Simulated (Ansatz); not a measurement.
The multiplicity is imposed and other spin states were not computed.

Species: [Hf(F)3(OCH3)] (charge 0, multiplicity 1).

Give a relaxed geometry from PBE-D3(BJ)/def2-SVP in Ansatz (a quantum-chemistry and plane-wave program).

This is not unique; one that fits is the end point of this relaxation, one of several conformers.
Cartesian coordinates (Å) in one orientation:
```xyz
9

Hf    -0.091    -0.019    -0.084
F     -0.368    -1.773     0.665
F     -1.206     0.207    -1.639
F      1.760     0.193    -0.575
O     -0.553     1.304     1.222
C     -0.893     2.269     2.177
H     -0.051     2.977     2.338
H     -1.135     1.789     3.151
H     -1.780     2.853     1.848
```
